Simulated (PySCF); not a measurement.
Ge(Me)(Vi)2(OH), C5H10GeO, SMILES C=[CH][Ge]([CH3])([OH])[CH]=C (GFN2-xTB optimised geometry):

```
17

C     -2.155    -2.166    -2.269
C     -1.199    -2.495    -1.420
Ge    -0.508    -1.298     0.000
C      1.489    -1.298     0.000
O     -1.051    -1.917     1.567
C     -1.335     0.483     0.000
C     -1.276     1.343    -1.002
H     -2.516    -2.842    -3.030
H     -2.621    -1.193    -2.237
H     -0.752    -3.481    -1.483
H      1.876    -2.314     0.008
H      1.860    -0.780     0.879
H      1.870    -0.795    -0.882
H     -0.756    -2.789     1.818
H     -1.876     0.741     0.901
H     -0.746     1.115    -1.914
H     -1.750     2.314    -0.961
```

Level of theory: B3LYP/def2-SVP in PySCF.

Problem. What are the frontier orbital energies and the dipole moment?

Solution. HOMO-2 -7.74 eV, HOMO-1 -7.48 eV, HOMO -7.23 eV, LUMO -0.26 eV, LUMO+1 -0.22 eV; dipole moment 1.51 D.

On the same geometry PBE/def2-SVP run with PySCF 2.14.0 gives HOMO-2 -6.75 eV, HOMO-1 -6.50 eV, HOMO -6.04 eV, LUMO -1.06 eV, LUMO+1 -1.05 eV; dipole moment 1.43 D.

Meta-Löwdin charges at B3LYP/def2-SVP: C1 -0.19, C2 -0.30, Ge3 0.93, C4 -0.51, O5 -0.70, C6 -0.29, C7 -0.20, H8 0.10, H9 0.10, H10 0.10, H11 0.10, H12 0.11, H13 0.11, H14 0.31, H15 0.11, H16 0.09, H17 0.10.
